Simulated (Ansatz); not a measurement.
`[NH2][GaH2]` and `[NH2][GaH][NH2]` differ in one atom or group.

Ansatz, PBE0-D4/def2-TZVP geometries, multiplicity 1. Each molecule was computed in one conformer, which needn't be the lowest.

Scalar relativity is left out up to krypton.

```
                                          property  `[NH2][GaH2]`
             HOMO energy (ωB97M-V/def2-TZVPP) / eV          -9.78
size of the dipole moment (ωB97M-V/def2-TZVPP) / D           0.93
               HOMO–LUMO gap (PBE/def2-TZVPP) / eV           4.59
  size of the dipole moment (B3LYP/def2-TZVPP) / D           1.01
               HOMO energy (B3LYP/def2-TZVPP) / eV          -7.18
    size of the dipole moment (PBE/def2-TZVPP) / D           1.14
```

Question: Give the same properties after the change, and the shifts. (An estimate is asked.)

Answer: Ansatz gave: 
```
                                          property  `[NH2][GaH][NH2]`  shift
             HOMO energy (ωB97M-V/def2-TZVPP) / eV              -9.08   0.70
size of the dipole moment (ωB97M-V/def2-TZVPP) / D               0.77  -0.16
               HOMO–LUMO gap (PBE/def2-TZVPP) / eV               4.86   0.27
  size of the dipole moment (B3LYP/def2-TZVPP) / D               0.82  -0.19
               HOMO energy (B3LYP/def2-TZVPP) / eV              -6.47   0.71
    size of the dipole moment (PBE/def2-TZVPP) / D               0.91  -0.23
```

With PBE0 the HOMO rises by 0.69 eV and the LUMO rises by 1.03 eV, so the gap widens by about 0.34 eV. PBE moves the HOMO by 0.77 eV and ωB97M-V by 0.70 eV. The zero-point energy changes by 47.3 kJ/mol with +6 modes. Dipoles are sizes alone; their direction can turn.

B3LYP here is the variant with VWN-RPA as its local correlation; programs differ in this.
